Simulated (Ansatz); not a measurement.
Relaxation of `Cc1cc(-c2sc(-c3sc(-c4sc(-c5sc(-c6sc(N(C)C)cc6C)cc5C)cc4C)cc3C)cc2C)sc1C#N` with RKS PBE-D4/def2-SVP.

```sh
$ ansatz run in.yaml --threads 4 --pin off --events-out ev --progress --plain --max-ram 66560MiB --backend cuda --devices 0, --max-vram 37GiB
```

```yaml
crystal:
  periodic: [false, false, false]
  atoms:
    - {symbol: C, position_ang: [-12.092770, 0.900520, 0.343150]}
    - {symbol: C, position_ang: [-10.948680, 0.163530, -0.264330]}
    - {symbol: C, position_ang: [-9.608400, 0.354730, 0.098110]}
    - {symbol: C, position_ang: [-8.714460, -0.418130, -0.611400]}
    - {symbol: C, position_ang: [-7.298150, -0.419700, -0.483640]}
    - {symbol: S, position_ang: [-6.568600, 0.449200, 0.844600]}
    - {symbol: C, position_ang: [-4.969980, 0.035180, 0.301740]}
    - {symbol: C, position_ang: [-3.786870, 0.511490, 0.929510]}
    - {symbol: S, position_ang: [-2.254490, 0.229310, 0.140400]}
    - {symbol: C, position_ang: [-1.414850, 1.160550, 1.343150]}
    - {symbol: C, position_ang: [-0.011680, 1.420620, 1.207860]}
    - {symbol: S, position_ang: [1.069920, 0.178510, 0.637690]}
    - {symbol: C, position_ang: [2.411070, 1.285590, 0.659600]}
    - {symbol: C, position_ang: [3.722380, 0.907190, 0.196320]}
    - {symbol: S, position_ang: [4.647150, -0.336270, 0.999170]}
    - {symbol: C, position_ang: [5.959780, -0.142030, -0.127760]}
    - {symbol: C, position_ang: [7.138960, -0.940370, -0.097480]}
    - {symbol: S, position_ang: [8.106580, -1.013750, -1.560230]}
    - {symbol: C, position_ang: [9.249750, -2.086910, -0.806770]}
    - {symbol: N, position_ang: [10.373330, -2.483420, -1.482490]}
    - {symbol: C, position_ang: [10.319220, -2.536510, -2.924390]}
    - {symbol: C, position_ang: [11.205810, -3.482510, -0.855930]}
    - {symbol: C, position_ang: [8.889470, -2.347460, 0.488830]}
    - {symbol: C, position_ang: [7.698450, -1.708260, 0.894280]}
    - {symbol: C, position_ang: [7.128010, -1.865060, 2.264280]}
    - {symbol: C, position_ang: [5.664510, 0.830120, -1.048790]}
    - {symbol: C, position_ang: [4.405810, 1.434220, -0.869600]}
    - {symbol: C, position_ang: [3.888660, 2.501780, -1.776540]}
    - {symbol: C, position_ang: [2.015710, 2.521380, 1.084990]}
    - {symbol: C, position_ang: [0.646860, 2.611750, 1.408990]}
    - {symbol: C, position_ang: [0.014170, 3.880780, 1.873560]}
    - {symbol: C, position_ang: [-2.285350, 1.617010, 2.299010]}
    - {symbol: C, position_ang: [-3.627100, 1.253720, 2.083560]}
    - {symbol: C, position_ang: [-4.737440, 1.636840, 3.003270]}
    - {symbol: C, position_ang: [-5.036610, -0.736610, -0.835420]}
    - {symbol: C, position_ang: [-6.334670, -1.004870, -1.286070]}
    - {symbol: C, position_ang: [-6.616470, -1.802650, -2.512000]}
    - {symbol: S, position_ang: [-9.544940, -1.432700, -1.755790]}
    - {symbol: C, position_ang: [-11.082810, -0.781720, -1.261610]}
    - {symbol: C, position_ang: [-12.256610, -1.216890, -1.870230]}
    - {symbol: N, position_ang: [-13.226460, -1.571870, -2.375280]}
    - {symbol: H, position_ang: [-11.928190, 1.974450, 0.262690]}
    - {symbol: H, position_ang: [-12.181450, 0.651690, 1.400480]}
    - {symbol: H, position_ang: [-13.022740, 0.644330, -0.157770]}
    - {symbol: H, position_ang: [-9.294770, 1.052850, 0.854810]}
    - {symbol: H, position_ang: [9.830740, -1.639320, -3.300740]}
    - {symbol: H, position_ang: [11.334930, -2.569920, -3.317810]}
    - {symbol: H, position_ang: [9.766980, -3.414470, -3.284600]}
    - {symbol: H, position_ang: [12.119150, -3.586450, -1.437820]}
    - {symbol: H, position_ang: [11.472260, -3.156530, 0.147400]}
    - {symbol: H, position_ang: [10.713450, -4.460370, -0.792300]}
    - {symbol: H, position_ang: [9.446930, -2.989370, 1.145350]}
    - {symbol: H, position_ang: [6.184810, -2.409770, 2.224930]}
    - {symbol: H, position_ang: [7.820000, -2.415900, 2.896800]}
    - {symbol: H, position_ang: [6.931480, -0.893910, 2.718270]}
    - {symbol: H, position_ang: [6.342940, 1.097360, -1.840540]}
    - {symbol: H, position_ang: [3.954090, 2.172170, -2.812510]}
    - {symbol: H, position_ang: [2.854320, 2.743570, -1.547820]}
    - {symbol: H, position_ang: [4.490450, 3.404260, -1.672540]}
    - {symbol: H, position_ang: [2.701350, 3.345880, 1.172390]}
    - {symbol: H, position_ang: [0.053130, 3.949060, 2.960990]}
    - {symbol: H, position_ang: [-1.026890, 3.933310, 1.563440]}
    - {symbol: H, position_ang: [0.552480, 4.732680, 1.464340]}
    - {symbol: H, position_ang: [-1.960730, 2.182190, 3.153670]}
    - {symbol: H, position_ang: [-4.331720, 2.079500, 3.909430]}
    - {symbol: H, position_ang: [-5.401200, 2.360010, 2.527400]}
    - {symbol: H, position_ang: [-5.337740, 0.766660, 3.269450]}
    - {symbol: H, position_ang: [-4.151660, -1.092520, -1.332330]}
    - {symbol: H, position_ang: [-7.147510, -2.720590, -2.261170]}
    - {symbol: H, position_ang: [-7.239640, -1.237710, -3.204440]}
    - {symbol: H, position_ang: [-5.683510, -2.059470, -3.005810]}
basis:
  gaussian: {orbitals: def2-SVP, fitting: {mean_field: def2-universal-jkfit}}
hamiltonian: {xc: pbe, dispersion: d4}
scf: {lower_state_search: "off"}
output: {orbitals: {seedname: orbitals}}
relax: {f_tol: 0.03, max_steps: 70}
```

It took 4.3 min on 4 threads of AMD EPYC 7R13 on a shared host and a share (37 GiB) of an NVIDIA H100 80GB HBM3, peak host memory 1.3 GiB.

Positions (Å) and forces (eV/Å) at steps 1, 2, 3 of 44:

```xyz
71
step=1 energy=-102582.0002 eV
C   -12.093    0.901    0.343    0.334   -0.280   -0.247
C   -10.949    0.164   -0.264   -0.385    0.445    0.457
C    -9.608    0.355    0.098   -0.251   -0.003    0.022
C    -8.714   -0.418   -0.611    0.235   -0.262   -0.288
C    -7.298   -0.420   -0.484   -0.114    0.210    0.412
S    -6.569    0.449    0.845   -0.232    0.099    0.189
C    -4.970    0.035    0.302   -0.059    0.204    0.377
C    -3.787    0.511    0.930    0.166   -0.294   -0.381
S    -2.254    0.229    0.140    0.072   -0.047   -0.273
C    -1.415    1.161    1.343    0.369   -0.314   -0.353
C    -0.012    1.421    1.208   -0.199   -0.720   -0.113
S     1.070    0.179    0.638   -0.028   -0.284   -0.064
C     2.411    1.286    0.660    0.309   -0.655   -0.177
C     3.722    0.907    0.196   -0.297   -0.389    0.556
S     4.647   -0.336    0.999   -0.154   -0.161    0.235
C     5.960   -0.142   -0.128    0.134   -0.429    0.401
C     7.139   -0.940   -0.097   -0.015    0.201   -0.465
S     8.107   -1.014   -1.560   -0.176    0.142   -0.402
C     9.250   -2.087   -0.807    0.326    0.299   -0.574
N    10.373   -2.483   -1.482    0.223   -0.139   -0.181
C    10.319   -2.537   -2.924    0.065   -0.002    0.459
C    11.206   -3.483   -0.856   -0.280    0.436   -0.177
C     8.889   -2.347    0.489   -0.138   -0.182    0.374
C     7.698   -1.708    0.894    0.046   -0.210    0.638
C     7.128   -1.865    2.264    0.181    0.050   -0.466
C     5.665    0.830   -1.049   -0.226    0.262   -0.110
C     4.406    1.434   -0.870    0.056    0.488   -0.691
C     3.889    2.502   -1.777    0.105   -0.377    0.364
C     2.016    2.521    1.085   -0.252    0.204    0.182
C     0.647    2.612    1.409    0.007    0.820    0.169
C     0.014    3.881    1.874    0.180   -0.458   -0.181
C    -2.285    1.617    2.299   -0.217    0.077    0.122
C    -3.627    1.254    2.084   -0.269    0.307    0.527
C    -4.737    1.637    3.003    0.399   -0.130   -0.333
C    -5.037   -0.737   -0.835   -0.137   -0.135   -0.105
C    -6.335   -1.005   -1.286    0.152   -0.321   -0.525
C    -6.616   -1.803   -2.512    0.114    0.254    0.429
S    -9.545   -1.433   -1.756   -0.009   -0.209   -0.236
C   -11.083   -0.782   -1.262    0.426   -0.315   -0.243
C   -12.257   -1.217   -1.870    2.050    0.758    1.044
N   -13.226   -1.572   -2.375   -2.914   -1.064   -1.496
H   -11.928    1.974    0.263    0.010    0.660    0.001
H   -12.181    0.652    1.400   -0.123   -0.093    0.649
H   -13.023    0.644   -0.158   -0.624   -0.081   -0.223
H    -9.295    1.053    0.855    0.238    0.557    0.564
H     9.831   -1.639   -3.301   -0.241    0.520   -0.342
H    11.335   -2.570   -3.318    0.540   -0.004   -0.304
H     9.767   -3.414   -3.285   -0.317   -0.463   -0.304
H    12.119   -3.586   -1.438    0.573   -0.106   -0.292
H    11.472   -3.157    0.147    0.210    0.117    0.644
H    10.713   -4.460   -0.792   -0.267   -0.616    0.086
H     9.447   -2.989    1.145    0.445   -0.522    0.494
H     6.185   -2.410    2.225   -0.601   -0.350    0.121
H     7.820   -2.416    2.897    0.349   -0.327    0.454
H     6.931   -0.894    2.718   -0.180    0.541    0.349
H     6.343    1.097   -1.841    0.537    0.245   -0.593
H     3.954    2.172   -2.813    0.026   -0.111   -0.674
H     2.854    2.744   -1.548   -0.630    0.208    0.078
H     4.490    3.404   -1.673    0.314    0.620   -0.020
H     2.701    3.346    1.172    0.550    0.624    0.065
H     0.053    3.949    2.961   -0.053    0.155    0.686
H    -1.027    3.933    1.563   -0.664    0.116   -0.130
H     0.552    4.733    1.464    0.273    0.589   -0.195
H    -1.961    2.182    3.154    0.259    0.446    0.671
H    -4.332    2.079    3.909    0.139    0.286    0.586
H    -5.401    2.360    2.527   -0.461    0.469   -0.187
H    -5.338    0.767    3.269   -0.406   -0.448    0.250
H    -4.152   -1.093   -1.332    0.681   -0.308   -0.437
H    -7.148   -2.721   -2.261   -0.311   -0.628    0.027
H    -7.240   -1.238   -3.204   -0.380    0.260   -0.515
H    -5.684   -2.059   -3.006    0.515   -0.232   -0.384
71
step=2 energy=-102582.5776 eV
C   -12.163    0.894    0.361    0.136   -0.112   -0.095
C   -11.018    0.157   -0.264   -0.111    0.207    0.210
C    -9.661    0.343    0.086   -0.108    0.014    0.021
C    -8.761   -0.437   -0.638    0.063   -0.044   -0.036
C    -7.331   -0.460   -0.506   -0.033    0.023    0.087
S    -6.603    0.398    0.836   -0.114    0.134    0.125
C    -4.986    0.014    0.306    0.037    0.006    0.076
C    -3.806    0.524    0.948    0.025    0.017   -0.148
S    -2.261    0.295    0.152    0.023   -0.138   -0.081
C    -1.416    1.194    1.383    0.104    0.014   -0.120
C    -0.004    1.462    1.250   -0.082   -0.230   -0.061
S     1.086    0.225    0.667   -0.060   -0.142   -0.054
C     2.437    1.328    0.675    0.152   -0.149   -0.012
C     3.746    0.937    0.183   -0.133   -0.158    0.144
S     4.665   -0.333    0.961   -0.086   -0.074    0.160
C     5.995   -0.144   -0.157    0.105   -0.096    0.047
C     7.177   -0.962   -0.116   -0.068   -0.001   -0.128
S     8.142   -1.067   -1.585   -0.014    0.159   -0.159
C     9.312   -2.112   -0.816    0.058   -0.064   -0.202
N    10.436   -2.525   -1.498    0.052   -0.070   -0.089
C    10.400   -2.558   -2.948    0.016   -0.002    0.202
C    11.271   -3.520   -0.854   -0.098    0.164   -0.088
C     8.925   -2.402    0.484   -0.012   -0.012    0.175
C     7.728   -1.748    0.889   -0.002   -0.100    0.225
C     7.133   -1.914    2.259    0.093    0.045   -0.186
C     5.702    0.855   -1.076   -0.089    0.080   -0.070
C     4.432    1.465   -0.902    0.106    0.216   -0.230
C     3.908    2.543   -1.806    0.058   -0.147    0.153
C     2.041    2.572    1.129   -0.133    0.111   -0.005
C     0.659    2.670    1.449    0.077    0.313    0.126
C     0.013    3.942    1.916    0.092   -0.191   -0.065
C    -2.307    1.658    2.337   -0.104    0.001    0.069
C    -3.658    1.288    2.109   -0.089    0.081    0.222
C    -4.777    1.680    3.028    0.142   -0.073   -0.138
C    -5.044   -0.775   -0.839   -0.026   -0.022   -0.047
C    -6.348   -1.050   -1.309    0.082   -0.134   -0.190
C    -6.612   -1.864   -2.540   -0.001    0.123    0.169
S    -9.619   -1.436   -1.786    0.069   -0.163   -0.141
C   -11.160   -0.792   -1.277    0.085   -0.106   -0.111
C   -12.350   -1.225   -1.890   -0.259   -0.086   -0.157
N   -13.348   -1.584   -2.404    0.055    0.023    0.049
H   -12.006    1.984    0.288   -0.007    0.191    0.006
H   -12.248    0.645    1.432   -0.042   -0.023    0.191
H   -13.117    0.645   -0.129   -0.167   -0.027   -0.059
H    -9.334    1.056    0.848    0.060    0.140    0.151
H     9.936   -1.634   -3.335   -0.051    0.157   -0.078
H    11.429   -2.608   -3.342    0.156   -0.011   -0.075
H     9.825   -3.424   -3.343   -0.084   -0.108   -0.090
H    12.201   -3.634   -1.432    0.162   -0.038   -0.077
H    11.537   -3.189    0.163    0.054    0.041    0.184
H    10.775   -4.511   -0.780   -0.067   -0.186    0.037
H     9.478   -3.071    1.145    0.122   -0.119    0.118
H     6.184   -2.477    2.222   -0.172   -0.110    0.029
H     7.825   -2.462    2.917    0.099   -0.086    0.137
H     6.911   -0.938    2.725   -0.064    0.143    0.094
H     6.403    1.145   -1.864    0.139    0.056   -0.153
H     3.974    2.227   -2.860    0.008   -0.020   -0.195
H     2.859    2.787   -1.580   -0.178    0.054    0.030
H     4.506    3.466   -1.703    0.081    0.193   -0.014
H     2.740    3.406    1.219    0.153    0.163    0.011
H     0.036    4.021    3.018   -0.026    0.055    0.201
H    -1.042    3.998    1.601   -0.190    0.028   -0.040
H     0.549    4.815    1.512    0.073    0.175   -0.048
H    -1.985    2.232    3.208    0.059    0.109    0.181
H    -4.378    2.139    3.945    0.032    0.085    0.170
H    -5.457    2.409    2.551   -0.142    0.130   -0.061
H    -5.389    0.807    3.317   -0.126   -0.122    0.079
H    -4.141   -1.130   -1.343    0.168   -0.097   -0.122
H    -7.143   -2.802   -2.301   -0.097   -0.183    0.012
H    -7.239   -1.311   -3.262   -0.111    0.063   -0.151
H    -5.666   -2.126   -3.037    0.148   -0.069   -0.115
71
step=3 energy=-102582.6347 eV
C   -12.194    0.875    0.376    0.014   -0.005   -0.021
C   -11.043    0.146   -0.256   -0.012    0.025   -0.012
C    -9.682    0.334    0.092    0.001   -0.014   -0.002
C    -8.778   -0.448   -0.638    0.022    0.025    0.062
C    -7.342   -0.468   -0.513   -0.021    0.039   -0.038
S    -6.612    0.425    0.809   -0.037   -0.015    0.034
C    -4.990    0.022    0.291    0.078    0.004   -0.067
C    -3.813    0.544    0.940   -0.001   -0.094    0.053
S    -2.253    0.285    0.176   -0.039    0.093   -0.083
C    -1.419    1.228    1.388    0.058   -0.070    0.120
C    -0.001    1.496    1.254   -0.043   -0.012   -0.001
S     1.084    0.263    0.648   -0.025   -0.047    0.035
C     2.448    1.357    0.668    0.066    0.084   -0.063
C     3.756    0.955    0.167   -0.022    0.056    0.017
S     4.667   -0.328    0.940   -0.064   -0.055    0.010
C     6.002   -0.155   -0.183    0.072    0.024   -0.052
C     7.177   -0.994   -0.139    0.010    0.074    0.037
S     8.178   -1.066   -1.591   -0.054   -0.065   -0.057
C     9.323   -2.152   -0.827    0.098    0.064    0.068
N    10.454   -2.568   -1.501   -0.029   -0.062   -0.053
C    10.449   -2.568   -2.954   -0.015    0.015    0.040
C    11.289   -3.557   -0.847   -0.007    0.031   -0.008
C     8.934   -2.430    0.484   -0.051   -0.052   -0.017
C     7.725   -1.780    0.878    0.008   -0.003    0.016
C     7.120   -1.941    2.246    0.001    0.000   -0.010
C     5.721    0.863   -1.096   -0.021    0.021    0.028
C     4.459    1.497   -0.911    0.037   -0.029   -0.051
C     3.941    2.593   -1.801    0.011   -0.020    0.012
C     2.051    2.610    1.120   -0.037   -0.024    0.074
C     0.670    2.708    1.466    0.042    0.049   -0.056
C     0.022    3.977    1.945    0.013   -0.026    0.004
C    -2.319    1.675    2.353   -0.021    0.045   -0.046
C    -3.673    1.302    2.116   -0.010    0.041    0.010
C    -4.803    1.690    3.028    0.017    0.001   -0.017
C    -5.048   -0.780   -0.853    0.010   -0.004    0.029
C    -6.356   -1.065   -1.320    0.016   -0.044   -0.001
C    -6.629   -1.896   -2.542   -0.002    0.012    0.023
S    -9.637   -1.458   -1.782   -0.004    0.015   -0.052
C   -11.182   -0.801   -1.282   -0.021   -0.023    0.050
C   -12.376   -1.234   -1.899   -0.093   -0.040   -0.060
N   -13.375   -1.590   -2.413    0.102    0.043    0.065
H   -12.050    1.973    0.309   -0.009   -0.017    0.004
H   -12.279    0.622    1.454    0.002    0.000   -0.014
H   -13.155    0.622   -0.112    0.015   -0.002    0.006
H    -9.353    1.050    0.859   -0.006   -0.018   -0.014
H    10.020   -1.617   -3.335    0.026   -0.028    0.021
H    11.490   -2.639   -3.330   -0.027   -0.009    0.016
H     9.855   -3.411   -3.389    0.031    0.048    0.010
H    12.233   -3.671   -1.415   -0.021   -0.002    0.010
H    11.546   -3.222    0.178    0.001   -0.004   -0.014
H    10.798   -4.559   -0.771    0.013    0.010    0.008
H     9.493   -3.094    1.156   -0.021   -0.001   -0.030
H     6.181   -2.535    2.215    0.024    0.005    0.005
H     7.821   -2.461    2.929   -0.022    0.020   -0.022
H     6.860   -0.961    2.700   -0.001   -0.033   -0.023
H     6.432    1.155   -1.884   -0.019   -0.016    0.009
H     4.007    2.296   -2.868    0.003    0.016    0.020
H     2.885    2.837   -1.574    0.017   -0.003   -0.001
H     4.537    3.524   -1.687   -0.010   -0.006    0.002
H     2.759    3.447    1.207   -0.009   -0.021    0.003
H     0.039    4.056    3.054   -0.003    0.001   -0.012
H    -1.039    4.035    1.630    0.010   -0.001    0.004
H     0.554    4.864    1.548   -0.008   -0.012    0.013
H    -2.002    2.247    3.235   -0.011    0.007   -0.030
H    -4.416    2.159    3.953   -0.007   -0.001   -0.018
H    -5.491    2.418    2.545    0.008   -0.009    0.008
H    -5.419    0.814    3.323    0.007    0.009   -0.009
H    -4.141   -1.151   -1.355   -0.028    0.009    0.002
H    -7.159   -2.840   -2.291    0.007    0.011    0.000
H    -7.267   -1.356   -3.274    0.011   -0.010    0.020
H    -5.684   -2.167   -3.050   -0.015   -0.001    0.007
```

Single mean-field runs in def2-SVP are fitted with def2-universal-jkfit.
